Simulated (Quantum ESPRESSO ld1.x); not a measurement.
The numbers below are computed, except where a source is named.
Question: The mean radii <r> (bohr) of the occupied orbitals of an atom or ion are listed with their occupations. Code: ld1.x of Quantum ESPRESSO 7.5. Model: scalar-relativistic Kohn-Sham, LDA (Slater exchange, VWN5 correlation), spin-unpolarised, spherical densities, point nucleus.

orbital  occ.      <r>
1s          2  0.02038
2s          2  0.08651
2p          6  0.07674
3s          2   0.2256
3p          6   0.2247
3d         10   0.2039
4s          2   0.5084
4p          6   0.5394
4d         10   0.5841
5s          2    1.252
5p          6    1.494
4f         12   0.8265
6s          1    3.582

Name the element and its charge.

Answer: Z = 68, erbium, charge +1: Er+ in [Xe] 4f12 6s1. The 1s radius gives Z: for a bare nucleus <r> = (2 gamma + 1)/(2Z) with gamma = sqrt(1 - (Z/c)^2), 0.02012 bohr for Z = 68, and screening makes it slightly larger (0.02038 here). The occupations add up to 67, and the charge is Z minus that.
